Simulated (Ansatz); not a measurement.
`C[CH2][Al]([CH3])[Cl]` + SiH₄ → `C[CH2][Al]([SiH3])[Cl]` + CH₄  (formal exchange of groups at the Al–C bond)

Calculated with Ansatz (gas phase, PBE0-D4/def2-TZVP geometries, no zero-point term in ΔE). CCSD(T)/CBS adds triple-zeta CCSD(T) − MP2 to the extrapolated MP2 energy (def2 sets, frozen cores). This one scheme is used for every species. One conformer a species, not always the lowest.

```json
{"species": "`C[CH2][Al]([CH3])[Cl]`", "MP2/def2-TZVPP energy (Eh)": "-820.63140"}
{"species": "SiH₄", "MP2/def2-TZVPP energy (Eh)": "-291.40196"}
{"species": "`C[CH2][Al]([SiH3])[Cl]`", "MP2/def2-TZVPP energy (Eh)": "-1071.62234"}
{"species": "CH₄", "MP2/def2-TZVPP energy (Eh)": "-40.41206"}
```

Problem. Work out ΔE.

Solution. ΔE = (-1071.62234) + (-40.41206) − (-820.63140) − (-291.40196) = -0.00104 Eh = -2.7 kJ/mol. CCSD(T)/CBS gives -9.0 kJ/mol.

Largest T1 diagnostic among the species: 0.011.
